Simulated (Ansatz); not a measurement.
Calculated with Ansatz (gas phase, PBE0-D4/def2-TZVP geometries, no zero-point term in ΔE). CBS: MP2 limit from def2 TZ/QZ plus the TZ coupled-cluster correction, frozen cores. DFT in def2-TZVPP. def2 core potentials past Kr. For In, Se outer-core shells are correlated without core-valence functions, which leaves a few kJ/mol of doubt a bond. Scalar relativity is left out up to krypton. Each species was taken in one conformer, which may not be the lowest.

Consider the formal exchange of groups at the Se–Si bond: `[SeH][Si]([SeH])([SeH])[SeH]` + `[InH3]` → `[SeH][InH2]` + `[SeH][SiH]([SeH])[SeH]`.

| level | ΔE (kJ/mol) | difference from CCSD(T)/CBS |
| --- | --- | --- |
| r2SCAN-D4 | -60.9 | 2.1 |
| PBE0-D4 | -55.6 | 7.4 |
| PBE | -62.4 | 0.6 |
| PBE0 | -63.8 | -0.8 |
| HF/def2-TZVPP | -81.5 | -18.5 |
| MP2/def2-TZVPP | -55.9 | 7.1 |
| CCSD(T)/def2-TZVPP | -60.7 | 2.3 |
| MP2/def2-QZVPP | -57.5 | 5.5 |
| SCS-MP2/def2-QZVPP | -61.6 | 1.4 |
| CCSD/CBS(def2) | -66.3 | -3.3 |
| CCSD(T)/CBS | -63.0 | 0 |

Largest T1 diagnostic among the species: 0.014.

The D4 term adds +15.2 kJ/mol with B3LYP and +8.2 kJ/mol with PBE0; it sums over pairs of atoms, weighted by their polarisabilities, and B3LYP, whose exchange is more repulsive, gets the larger term. In def2-TZVPP, CCSD(T) changes the Hartree–Fock value by +20.8 kJ/mol (the triples alone add +3.3 kJ/mol) and MP2 by +25.6 kJ/mol.

B3LYP here is the variant with VWN-RPA as its local correlation; programs differ in this.
